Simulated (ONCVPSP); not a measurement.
# What the settings do to the ONCV potential of lutetium

Base potential:

Lu (Z = 71), optimised norm-conserving Vanderbilt (ONCV), made with ONCVPSP 4.0.1 (PBE, scalar-relativistic). Core [Kr] 4d10, reference 4f14 5s2 5p6 5d1 6s1.5 (charge +0.5). Waves: 5s+6s: rc 1.80 bohr, ncon 3, nbas 6, qcut 6 1/bohr, 2 projectors; 5p: rc 2.25 bohr, ncon 4, nbas 9, qcut 6.5 1/bohr, 1 projector; 5d: rc 2.25 bohr, ncon 5, nbas 8, qcut 5 1/bohr, 2 projectors, debl 1 Ha; 4f: rc 0.75 bohr, ncon 4, nbas 9, qcut 21.5 1/bohr, 1 projector. Local part: polynomial inside 0.70 bohr (lpopt 4, dvloc0 0 Ha). Core correction: Teter function fitted to the true core (icmod 2), fcfact 0.5.

Cutoffs, loose and tight: the cutoffs (Ha) at which the residual kinetic energy of the hardest occupied pseudo-wave falls to 1 and 0.1 mHa per electron. They do not see the model core or the augmentation charge, which bear on the density cutoff. Test errors are all-electron minus pseudo excitation energies from the reference, over the configurations 4f14 5s2 5p6 5d1 6s2; 4f14 5s2 5p6 5d1 6s1; 4f14 5s2 5p6 5d1 6s0; 4f13 5s2 5p6 5d1 6s2. A dash means not determined; rows that change the core or the reference have their own tests.

A true bound ghost makes a file unfit for plane-wave use even where its test errors are small: the radial tests pick states by their node count and pass the ghost by.

| change | outcome | cutoff, loose | cutoff, tight | bound ghosts | GHOST(+) flags above zero | largest test error (meV) |
| --- | --- | --- | --- | --- | --- | --- |
| base | generated | 206 Ha | 226 Ha | s, p | none | -250 |
| local potential polynomial inside 0.70 bohr (lpopt 4, dvloc0 2 Ha) | generated | 206 Ha | 226 Ha | s, p | none | -531 |
| local potential polynomial inside 0.70 bohr (lpopt 4, dvloc0 7.5 Ha) | generated | 206 Ha | 226 Ha | s, p | none | +593 |
| local potential polynomial inside 0.70 bohr (lpopt 4, dvloc0 9.5 Ha) | generated | 206 Ha | 226 Ha | s, p | none | +381 |

Question: What comes out with this change to the base: local potential polynomial inside 0.70 bohr (lpopt 4, dvloc0 -2 Ha)?

Answer: outcome: generated; cutoff, loose: 206 Ha; cutoff, tight: 226 Ha; bound ghosts: s, p; GHOST(+) flags above zero: none; largest test error (meV): -134.

Question: What comes out with this change to the base: local potential polynomial inside 0.70 bohr (lpopt 4, dvloc0 4.5 Ha)?

Answer: outcome: generated; cutoff, loose: 206 Ha; cutoff, tight: 226 Ha; bound ghosts: s; GHOST(+) flags above zero: none; largest test error (meV): 4 of 4 tests not solved or not reliable.

Reading the sweep of the dvloc0 (base included, trends over the rows without a ghost): Bound ghosts are found at -2, 0, 2, 4.5, 7.5, 9.5 Ha. Every judged row has one, so this setting neither creates nor removes them.
